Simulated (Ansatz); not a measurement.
ClLi, triplet, at a GFN2-xTB geometry (such geometries of metal compounds can be far from the true shape) (a higher spin typed on purpose: for a closed-shell molecule this is an excited state); PBE/STO-3G (Ansatz, a first-principles code).

Ansatz was given this input:
Ansatz 0.2 input:
```yaml
crystal:
  periodic: [false, false, false]
  atoms:
    - {symbol: Li, position_ang: [-0.00000000, -0.00000000, -2.11992297]}
    - {symbol: Cl, position_ang: [0.00000000, 0.00000000, 0.37410405]}
basis:
  gaussian:
    orbitals: STO-3G
hamiltonian:
  xc: pbe
magnetization: {spin_polarized: true, initial_magnetization: 2}
accuracy: high
```

The log (banner, timings and long lists left out):

```
Functional definition: PBE
218 factors; integrals over basis functions are off by at most 2.6e-9 eV
mean field evaluation 1: about -12578.8444 eV, gradient 2.9e0 eV
mean field evaluation 2: about -12578.9686 eV, gradient 8.7e-1 eV
mean field evaluation 4: about -12578.9820 eV, gradient 4.5e-2 eV
mean field evaluation 8: about -12578.9821 eV, gradient 8.1e-5 eV
mean field evaluation 16: about -12578.4502 eV, gradient 8.7e-1 eV
mean field evaluation 32: about -12578.4502 eV, gradient 8.7e-1 eV
mean field -12578.98205689 eV, -462.2690642504 hartree, gradient 5.5e-9 eV, S^2 2.000102; 5 other end points of the search recorded, 0 dependent functions left out
reference -12578.98205997 eV, -462.2690643635 hartree; 11, 9 occupied and 3, 5 virtual orbitals, 218 factors
Total energy: -12578.98205997 eV, -462.2690643635 hartree
```
